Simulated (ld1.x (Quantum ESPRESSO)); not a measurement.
# aluminium, TM: configuration errors across variants

| Item | Value |
| --- | --- |
| Element | Al |
| Generator | ld1.x (Quantum ESPRESSO) 7.5 |
| Type | norm-conserving Troullier–Martins (Kleinman–Bylander form) |
| Functional | LDA (PZ) |
| Relativity | scalar-relativistic |
| Frozen core | [Ne] |
| Valence charge | 3 |
| Reference configuration | 3s2 3p1 |
| Partial waves | 3s (bound): rc 1.90 bohr; 3p (bound): rc 2.15 bohr; 3d channel at 0.05 Ry: rc 2.00 bohr |
| Local potential | all-electron potential smoothed inside 1.75 bohr (lloc = -1) |
| Core correction | Bessel-smoothed model core, default radius (core density twice the valence density) |

All-electron excitation energies from the reference (eV): (1) 3s2 3p0 5.847; (2) 3s1 3p0 25.224; (3) 3s2 3p0.5 2.125; (4) 3s1 3p1 11.666; (5) 3s0 3p3 10.505; (6) 3s1 3p2 5.155; (7) 3s2 3p1.3 -0.598; (8) 3s2 3p1 spin -0.136; (9) 3s1 3p0 spin 24.797.

Spin tests fill each open shell by Hund’s rule, majority spin first.

A true bound ghost makes a file unfit for plane-wave use even where its test errors are small: the radial tests pick states by their node count and pass the ghost by.

Errors AE − PS in meV (a dash: test not solved or not reliable):

| change | (1) | (2) | (3) | (4) | (5) | (6) | (7) | (8) | (9) | bound ghosts |
| --- | --- | --- | --- | --- | --- | --- | --- | --- | --- | --- |
| base | +2.5 | +19 | +0.4 | +4.1 | -6.6 | -1.3 | +0.1 | +0.8 | +14 | none |
| local potential all-electron potential smoothed inside 0.90 bohr (lloc = -1) | -0.7 | -7.0 | 0.0 | -0.1 | -5.0 | -2.1 | +0.1 | +0.7 | -5.8 | s |
| local potential all-electron potential smoothed inside 1.08 bohr (lloc = -1) | +7.4 | +84 | +1.1 | +15 | -5.5 | +0.6 | +0.2 | +1.1 | +61 | none |
| local potential all-electron potential smoothed inside 1.26 bohr (lloc = -1) | +3.8 | +32 | +0.6 | +7.0 | -5.9 | -0.8 | +0.1 | +0.9 | +23 | none |
| local potential all-electron potential smoothed inside 1.52 bohr (lloc = -1) | +2.9 | +22 | +0.5 | +5.0 | -6.3 | -1.2 | +0.1 | +0.9 | +16 | none |
| local potential all-electron potential smoothed inside 1.62 bohr (lloc = -1) | +2.7 | +20 | +0.4 | +4.5 | -6.4 | -1.3 | +0.1 | +0.8 | +15 | none |
| local potential all-electron potential smoothed inside 1.86 bohr (lloc = -1) | +2.5 | +18 | +0.4 | +3.9 | -6.7 | -1.4 | +0.1 | +0.8 | +13 | none |
| local potential all-electron potential smoothed inside 2.06 bohr (lloc = -1) | +2.3 | +16 | +0.4 | +3.4 | -7.0 | -1.5 | +0.1 | +0.8 | +12 | none |
| local potential all-electron potential smoothed inside 2.22 bohr (lloc = -1) | +2.2 | +16 | +0.3 | +3.2 | -7.1 | -1.5 | +0.1 | +0.8 | +12 | none |

(1) Give the same row for: local potential all-electron potential smoothed inside 2.52 bohr (lloc = -1).

Answers

(1) +1.8, +13, +0.3, +2.3, -7.5, -1.7, +0.1, +0.8, +9.1; bound ghosts: none.
